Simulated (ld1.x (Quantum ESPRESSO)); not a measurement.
# Ce, PAW: configuration errors across variants

- Element: Ce
- Generator: ld1.x (Quantum ESPRESSO) 7.5
- Type: PAW
- Functional: BLYP
- Relativity: scalar-relativistic
- Frozen core: [Kr] 4d10
- Valence charge: 12
- Reference configuration: 4f1 5s2 5p6 5d0 6s0 6p0 (charge +3)
- Partial waves: 5s (bound): rcut 2.55, rcutus 2.80 bohr; 6s (bound, empty): rcut 2.55, rcutus 2.80 bohr; 5p (bound): rcut 2.55, rcutus 2.95 bohr; 6p (bound, empty): rcut 2.55, rcutus 2.95 bohr; 5d (bound, empty): rcut 1.95, rcutus 2.45 bohr; 5d channel at -1.25 Ry: rcut 1.95, rcutus 2.45 bohr; 4f (bound): rcut 1.40, rcutus 1.80 bohr; 4f channel at -1.3 Ry: rcut 1.40, rcutus 1.80 bohr
- Local potential: all-electron potential smoothed inside 2.40 bohr (lloc = -1)
- Core correction: Bessel-smoothed model core inside 1.60 bohr
- Augmentation charge: PSQ, inside the norm-conserving radii

All-electron excitation energies from the reference (eV): (1) 4f1 5s2 5p6 5d1 6s2 6p0 -36.245; (2) 4f1 5s2 5p6 5d1 6s1 6p0 -30.266; (3) 4f1 5s2 5p6 5d1 6s0 6p0 -19.106.

The overlap operator is not positive definite (basis up to 400 Ry) in “base”, “waves 5d (bound): rcut 1.54, rcutus 1.64 bohr; 5d channel at -1.25 Ry: rcut 1.54, rcutus 1.64 bohr”, “waves 5d (bound): rcut 1.95, rcutus 2.16 bohr; 5d channel at -1.25 Ry: rcut 1.95, rcutus 2.16 bohr”, “waves 5d (bound): rcut 1.95, rcutus 2.52 bohr; 5d channel at -1.25 Ry: rcut 1.95, rcutus 2.52 bohr”, “waves 5d (bound): rcut 1.95, rcutus 2.76 bohr; 5d channel at -1.25 Ry: rcut 1.95, rcutus 2.76 bohr”, “waves 5d (bound): rcut 1.95, rcutus 3.08 bohr; 5d channel at -1.25 Ry: rcut 1.95, rcutus 3.08 bohr”, “waves 5d (bound): rcut 1.95, rcutus 3.30 bohr; 5d channel at -1.25 Ry: rcut 1.95, rcutus 3.30 bohr”, “waves 5d (bound): rcut 1.95, rcutus 3.72 bohr; 5d channel at -1.25 Ry: rcut 1.95, rcutus 3.72 bohr”. Such files are unfit for use, however small their errors in these radial tests.

A true bound ghost makes a file unfit for plane-wave use even where its test errors are small: the radial tests pick states by their node count and pass the ghost by.

Errors AE − PS in meV (a dash: test not solved or not reliable):

```csv
change,(1),(2),(3),bound ghosts
base,+25,+20,+14,not determined (overlap not positive)
"waves 5d (bound): rcut 1.54, rcutus 1.64 bohr; 5d channel at -1.25 Ry: rcut 1.54, rcutus 1.64 bohr",+30,+24,+17,not determined (overlap not positive)
"waves 5d (bound): rcut 1.95, rcutus 2.16 bohr; 5d channel at -1.25 Ry: rcut 1.95, rcutus 2.16 bohr",+27,+22,+15,not determined (overlap not positive)
"waves 5d (bound): rcut 1.95, rcutus 2.52 bohr; 5d channel at -1.25 Ry: rcut 1.95, rcutus 2.52 bohr",+25,+20,+14,not determined (overlap not positive)
"waves 5d (bound): rcut 1.95, rcutus 2.76 bohr; 5d channel at -1.25 Ry: rcut 1.95, rcutus 2.76 bohr",+22,+19,+14,not determined (overlap not positive)
"waves 5d (bound): rcut 1.95, rcutus 3.08 bohr; 5d channel at -1.25 Ry: rcut 1.95, rcutus 3.08 bohr",+22,+19,+13,"d (p not tested, overlap not positive)"
"waves 5d (bound): rcut 1.95, rcutus 3.30 bohr; 5d channel at -1.25 Ry: rcut 1.95, rcutus 3.30 bohr",+26,+22,+17,not determined (overlap not positive)
"waves 5d (bound): rcut 1.95, rcutus 3.72 bohr; 5d channel at -1.25 Ry: rcut 1.95, rcutus 3.72 bohr",–,–,–,not determined (overlap not positive)
```

Give the same row for: waves 5d (bound): rcut 1.84, rcutus 1.94 bohr; 5d channel at -1.25 Ry: rcut 1.84, rcutus 1.94 bohr.

+29, +23, +16; bound ghosts: not determined (overlap not positive). Its overlap operator is not positive definite in a basis up to 400 Ry (lowest eigenvalue p -0.11), so the file is unfit for use: the generalised eigenproblem breaks down once the basis is large enough, and its test numbers describe a broken file.
